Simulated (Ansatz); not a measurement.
**One elementary step**

Start structure (GeSiH8S, singlet), relaxed at PBE0-D4/def2-TZVP:

```
11
angstrom
Ge -1.5304 0.2454 -0.0464
Si -0.0667 -1.5197 0.5831
H -1.2262 0.7335 -1.4717
H -1.4280 1.4318 0.9222
H -2.9808 -0.2749 -0.0234
H 2.7373 1.3151 0.0342
S 1.8628 2.1946 -0.4764
H -0.4076 -1.9992 1.9492
H -0.2099 -2.6573 -0.3649
H 1.3528 -1.0792 0.5775
H 1.8967 1.6100 -1.6833
```

The step: GeSiH₆ ([SiH3][GeH3]) + H₂S → GeH₄S ([SH][GeH3]) + SiH₄; bonds formed: Ge1–S7, Si2–H6; bonds broken: Ge1–Si2, H6–S7. Program: Ansatz 0.2.0. Basis: def2-TZVPP and def2-QZVPP. Cores are frozen in the correlated methods. Filled d shells of the heavier atoms are correlated. The def2 sets are not built for correlating such inner shells, so the correlated values are less sure here. Extrapolation: Hartree–Fock as exp(−7.88 √X), correlation as X^−2.97. Energies below are by CCSD(T) at an estimated basis limit (MP2 extrapolated from triple and quadruple zeta, plus CCSD(T) − MP2 in triple zeta).

Q: What are the electronic barrier and the energy of the step, from the start structure to the end structure? (To be estimated.)

A: By the calculation: Barrier 59.93 kcal/mol; step energy -5.55 kcal/mol (downhill); reverse barrier, their difference, 65.48 kcal/mol. Barrier and step energy count from the start structure, the reverse barrier from the end structure.

The saddle point: One imaginary mode of 1199i cm⁻¹.
| pair | start (Å) | saddle (Å) | end (Å) |
| --- | --- | --- | --- |
| Ge1–S7 | 3.94 | 2.66 | 2.22 |
| Si2–H6 | 4.02 | 1.78 | 1.48 |
| Ge1–Si2 | 2.38 | 2.71 | 4.37 |
| H6–S7 | 1.34 | 1.81 | 3.40 |

Zero-point energy (harmonic, PBE0-D4): ZPE is 39.83 kcal/mol at the start and 38.72 kcal/mol at the saddle, so the barrier goes from 59.93 to 58.81 kcal/mol.

The T1 diagnostic stays at or below 0.015. The start structure is not quite a true minimum (one mode of 25i cm⁻¹). The end structure is not quite a true minimum (one mode of 40i cm⁻¹).

Labels in which every atom is bracketed show which atoms are joined, not bond orders.

For scale, one of the runs: CCSD(T)/def2-TZVPP, 244 basis functions, launched by `ansatz run in.yaml --threads 4 --pin off --events-out ev --progress --plain --max-ram 9574MiB`. Hardware: 4 CPU threads of an Arm Neoverse V1, shared host. Wall time 2.4 min; peak host memory 4.4 GiB.
